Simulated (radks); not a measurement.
Spherical jellium clusters: N electrons in a uniform positive sphere of charge N and radius rs N^(1/3), rs = 2.81 bohr. Method: non-relativistic Kohn-Sham, exchange-only LDA, spin-polarised, spherical densities; computed with a radial shooting solver with Libxc functionals. Levels are named by radial order and angular momentum (1s, 1p, 1d, 2s, ...), and open shells are averaged over m.

N = 16, configuration 1s2 1p6 1d(up 5, down 2) 2s(up 1, down 0). This is the lowest configuration that the search found. Occupied and some empty levels:

| level | occupation | eigenvalue (eV) | <r> (bohr) |
|---|---|---|---|
| 1s up | 1 | -7.2419 | 4.365 |
| 1s down | 1 | -6.4189 | 4.439 |
| 1p up | 3 | -5.3978 | 5.414 |
| 1p down | 3 | -4.6306 | 5.398 |
| 1d up | 5 | -3.2789 | 6.267 |
| 2s up | 1 | -2.7596 | 5.807 |
| 1d down | 2 | -2.5015 | 6.299 |
| 2s down | 0 | -1.8463 | 6.285 |
| 1f up | 0 | -1.0299 | 7.339 |
| 2p up | 0 | -0.78877 | 8.716 |
| 1f down | 0 | -0.29845 | 7.736 |
| 2p down | 0 | -0.29472 | 10.43 |

Energy (eV): total -7.39878, kinetic 50.801, external -1137.5, Hartree 550.15, exchange-correlation -61.119, background 590.29.
